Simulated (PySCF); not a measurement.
## Substituent chemical shifts

Parent skeleton `[BH3-:1][N+:2]#[C:3][CH3:4]`; one hydrogen on atom 4 is replaced by X. Hydrogens on one atom are averaged.

- geometry from PBE0-D3(BJ)/def2-SVP
- PBE0/pcSseg-1 with gauge-including orbitals
- code: PySCF 2.14
- non-relativistic Hamiltonian, a single conformation, gas phase, rapidly exchanging positions averaged

Scale: 11B against BF3·OEt2; NH3 for 15N; 13C and 1H vs TMS (reference shieldings calculated alike).

Parent (X = H): B1 -36.4, N2 238.2, C3 113.1, C4 2.2, H(B1) 2.13, H(C4) 2.18 ppm. Effects are Δδ = δ(X) − δ(H), positive for deshielding.

Problem. Give Δδ (ppm) for X = COCF3, CH2CF3, CHF2, CH3, vinyl, OCF3, BF2.

Solution. 
| X | SMILES | B1 | N2 | C3 | C4 | H(B1) | H(C4) |
| --- | --- | --- | --- | --- | --- | --- | --- |
| COCF3 | [BH3-][N+]#CCC(=O)C(F)(F)F | -0.1 | +16.0 | -5.4 | +25.4 | +0.15 | +1.70 |
| CH2CF3 | [BH3-][N+]#CCCC(F)(F)F | -0.1 | +3.8 | +1.0 | +10.6 | +0.05 | +0.46 |
| CHF2 | [BH3-][N+]#CCC(F)F | -0.2 | +8.2 | -2.6 | +23.6 | +0.09 | +0.66 |
| CH3 | [BH3-][N+]#CCC | +0.1 | -1.0 | +4.0 | +10.8 | +0.00 | +0.21 |
| vinyl | [BH3-][N+]#CCC=C | +0.1 | +1.1 | +0.6 | +22.5 | +0.01 | +0.96 |
| OCF3 | [BH3-][N+]#CCOC(F)(F)F | -0.4 | +15.9 | -3.9 | +49.0 | +0.19 | +2.46 |
| BF2 | [BH3-][N+]#CCB(F)F | +0.1 | +2.4 | -1.7 | +0.8 | +0.04 | +0.08 |

Problem. Which position responds most, and to which substituents?

Solution. C4: from +0.8 ppm with BF2 to +49.0 ppm with OCF3.

Experimental scales use liquid or dissolved standards, which lie at an offset from isolated NH3 (liquid NH3: subtract about 20 ppm). Unscaled 15N shifts of sp2 nitrogen come out 20 to 40 ppm too high even then.
